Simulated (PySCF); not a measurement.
# One molecule, several mistakes: C2H8NSi

All numbers below are calculated, not measured. They come from PySCF 2.14.0, an open-source quantum chemistry program, on an isolated molecule that a program drew, which may never have been made. The molecule is C2H8NSi (charge 0, doublet), drawn as the SMILES string `[CH2][SiH2]NC`.

Each row is a Hartree-Fock (HF) and frozen-core CCSD(T) single point in the cc-pV(D+d)Z basis, meant for a local HF minimum. Run 1 is clean. Each other run has one planted mistake out of seven kinds, and not every kind appears here: one electron removed, one electron added, multiplicity raised by two, geometry at a saddle point, minimal basis STO-3G, one bond length entered in bohr, all coordinates scaled. The reference is restricted for singlets and unrestricted otherwise, and also for a bond in bohr. Adding or removing an electron swaps singlet and doublet. Electrons count all cores. HOMO and LUMO are orbital energies over both spins, the gradient is its largest component, and the lowest frequency (negative if imaginary) is given only where the gradient is small. Bond lengths are over the 11 bonds as drawn. T1 is the CCSD diagnostic: over 0.02 (restricted) or 0.045 (unrestricted) a single reference is doubtful.

Geometry of the clean run:
```xyz
12
C2H8NSi, angstrom
C    -0.7288   -2.0897    2.8407
Si   -0.6305   -0.2832    2.4259
N     0.3048   -0.0333    1.0032
C     1.7030   -0.3862    0.8487
H    -0.8606   -2.8551    2.0797
H    -0.7148   -2.4612    3.8620
H    -1.9652    0.2909    2.1243
H    -0.1074    0.4053    3.6380
H     0.0272    0.7290    0.4150
H     2.3887    0.4027    1.1794
H     1.9329   -0.6171   -0.1944
H     1.9264   -1.2812    1.4322
```

```
run  electrons  basis functions  <S^2>  HOMO (eV)  LUMO (eV)  gradient (hartree/bohr)  lowest frequency (cm^-1)  mean bond (Å)  longest bond (Å)      T1  HF (hartree)  CCSD(T) (hartree)                     mistake
  1         41              105  0.760      -9.93       2.58                  3.3e-05                        99         1.3143             1.856  0.0103    -423.76405         -424.37118                    no fault
  2         41              105  3.771      -2.08       0.61                  7.4e-02                         -         1.3143             1.856  0.0337    -423.53875         -424.13252  multiplicity raised by two
  3         41               32  0.767      -7.46       8.48                  2.7e-02                         -         1.3143             1.856  0.0068    -418.77673         -419.00622        minimal basis STO-3G
  4         40              105  0.000     -14.70      -6.93                  8.0e-02                         -         1.3143             1.856  0.0828    -423.44988         -424.05120        one electron removed
  5         41              105  1.556      -7.87       2.08                  1.1e-02                         -         1.4644             3.508  0.0371    -423.61779         -424.20977                           ?
```

**Which mistake was planted in run 5, and what did it cost?**

The mean bond changes by a factor of 1.114 and the longest by 1.890, so the molecule wasn't scaled as a whole. A length L in bohr read as angstrom grows by (1/0.5292 - 1) L = 0.890 L. The 11 bonds together grew by 11 x 0.1501 = 1.651 Å, which gives L = 1.856 Å. That is bond C1-Si2, 1.856 Å in the clean geometry. So the mistake is: one bond length entered in bohr. Subtracting run 1 and multiplying by 627.51 kcal/mol a hartree, the energy moved by 91.8 kcal/mol in HF and 101.3 kcal/mol in CCSD(T).

Cautions from the logs. Run 4: T1 is over the limit, so its CCSD(T) energy is less reliable.
